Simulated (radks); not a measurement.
Isoelectronic series with 15 electrons, each ion in its NIST ground configuration. Method: scalar-relativistic Kohn-Sham, PBE, spin-unpolarised, spherical densities, finite nucleus; Fermi nuclear charge, rms radius of each element as measured or else 0.836 A^(1/3) + 0.57 fm; computed with a radial shooting solver on a logarithmic mesh with Libxc functionals. Total energies (hartree) and mean radii <r> (bohr):

| ion | configuration | E (hartree) | 3p | 3s | 2p | 2s |
|---|---|---|---|---|---|---|
| P | [Ne] 3s2 3p3 | -341.90189 | 2.373 | 1.896 | 0.4853 | 0.5197 |
| S+ | [Ne] 3s2 3p3 | -398.61304 | 1.895 | 1.637 | 0.4423 | 0.4788 |
| Cl2+ | [Ne] 3s2 3p3 | -459.98774 | 1.602 | 1.442 | 0.4062 | 0.4437 |
| Ar3+ | [Ne] 3s2 3p3 | -526.02095 | 1.396 | 1.291 | 0.3756 | 0.4133 |
| K4+ | [Ne] 3s2 3p3 | -596.71436 | 1.242 | 1.170 | 0.3492 | 0.3867 |
| Ca5+ | [Ne] 3s2 3p3 | -672.07329 | 1.120 | 1.070 | 0.3263 | 0.3632 |
| Sc6+ | [Ne] 3s2 3p3 | -752.10546 | 1.022 | 0.9871 | 0.3061 | 0.3423 |
| Ti7+ | [Ne] 3s2 3p3 | -836.82039 | 0.9396 | 0.9162 | 0.2883 | 0.3236 |
| V8+ | [Ne] 3s2 3p3 | -926.22898 | 0.8704 | 0.8551 | 0.2724 | 0.3068 |
| Cr9+ | [Ne] 3s2 3p3 | -1020.34318 | 0.8110 | 0.8017 | 0.2582 | 0.2916 |
| Mn10+ | [Ne] 3s2 3p3 | -1119.17611 | 0.7594 | 0.7547 | 0.2454 | 0.2778 |
| Fe11+ | [Ne] 3s2 3p3 | -1222.74192 | 0.7141 | 0.7130 | 0.2337 | 0.2652 |
| Co12+ | [Ne] 3s2 3p3 | -1331.05550 | 0.6741 | 0.6757 | 0.2231 | 0.2537 |
| Ni13+ | [Ne] 3s2 3p3 | -1444.13296 | 0.6383 | 0.6421 | 0.2134 | 0.2431 |
| Cu14+ | [Ne] 3s2 3p3 | -1561.99048 | 0.6062 | 0.6116 | 0.2045 | 0.2333 |
